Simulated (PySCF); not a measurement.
Be(Br)(iPr), C₃H₇BeBr, SMILES C[CH]([Be][Br])C, CAM-B3LYP/def2-SVP optimised geometry. Atoms within 1.6 Å of the plane z = 1.0 Å (x, y, z in Å): Be1 (-0.71, 0.06, 0.00), Br2 (-2.67, 0.08, -0.02), C3 (0.97, 0.06, 0.00), C4 (1.57, -1.35, 0.01), C5 (1.57, 0.93, 1.12), H7 (2.67, -1.31, -0.06), H8 (1.33, -1.89, 0.94), H10 (1.21, 1.97, 1.10), H11 (2.67, 0.96, 1.05), H12 (1.33, 0.52, 2.12).

Computed with CAM-B3LYP/def2-TZVP in PySCF. Cells within 0.4 Å of a nucleus heavier than hydrogen are left out (blank, or x).

Map of the Laplacian of the electron density (e/bohr⁵), clipped to [-1.50, 1.50] on the plane z = 1.0 Å:

```
|777777777777777777777777777|
|777777777777777777777777777|
|777777777777777777777777777|
|777777777777777777777777777|
|777777777777777777777777777|
|777777777777777777777777777|
|777777777777777777777777777|
|777777777777777777777777777|
|777777777777777706877777777|
|777777777777777744787777777|
|77777777777777786x651777777|
|77777777777777787x940777777|
|777777777777777876887777777|
|777777777777777888877777777|
|777777777777777787777777777|
|777777777777777777777777777|
|777777777777777788777777777|
|777777777777777777877777777|
|777777777777777712777777777|
|777777777777777777777777777|
|777777777777777777777777777|
|777777777777777777777777777|
|777777777777777777777777777|
|777777777777777777777777777|
|777777777777777777777777777|
|777777777777777777777777777|
|777777777777777777777777777|
```
Scale: ten equal steps from -1.50 (start of '0') to 0.525 (end of '9'), in the order '0123456789'; x runs from -5.00 to 5.00, y from -5.00 (bottom) to 5.00 (top).
